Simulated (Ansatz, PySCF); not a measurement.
MoOCl₃, SMILES [Cl][Mo+](=[O])([Cl])[Cl], charge +1, multiplicity 1. Atoms are numbered in the order given.

```xyz
5

Mo     0.0000     0.0000    -0.1974
O      0.0000     0.0000    -1.8238
Cl     1.7989    -1.0386     0.4595
Cl     0.0000     2.0772     0.4595
Cl    -1.7989    -1.0386     0.4595
```
Charge +1, spin multiplicity 1.

Geometry: PBE0-D3(BJ)/def2-SVP. The multiplicity is an assumed one; no other spin state was optimised. The isomer is the one that the SMILES or the coordinates give; other isomers of the formula were not compared. The def2 effective core potentials stand for the cores of Mo; spin–orbit coupling is left out.

Two levels are set side by side: PBE-D3(BJ)/def2-SVP (Ansatz, a quantum-chemistry and plane-wave program) and PBE0-D3(BJ)/def2-SVP (Ansatz). Each level has its own optimised geometry; the coordinates shown are those of the second. Frequencies come from the Hessian of PySCF at each geometry. Differences are taken from unrounded values.

| quantity | PBE0-D3(BJ) | PBE-D3(BJ) | PBE-D3(BJ) minus PBE0-D3(BJ) |
|---|---|---|---|
| mean bond length (Å) | 2.041 | 2.063 | 0.022 |
| bond Mo1–O2 (Å) | 1.626 | 1.656 | 0.030 |
| bond Mo1–Cl3 (Å) | 2.179 | 2.199 | 0.020 |
| bond Mo1–Cl4 (Å) | 2.179 | 2.199 | 0.020 |
| bond Mo1–Cl5 (Å) | 2.179 | 2.199 | 0.020 |
| highest harmonic wavenumber (cm⁻¹) | 1133 | 1056 | -78 |
| mean harmonic wavenumber (cm⁻¹) | 389 | 368 | -20 |
| zero-point energy (kcal/mol) | 5.00 | 4.74 | -0.26 |

GGA bonds tend to be longer and softer than those of functionals with exact exchange. Differences between two approximate levels are no errors against the true value.
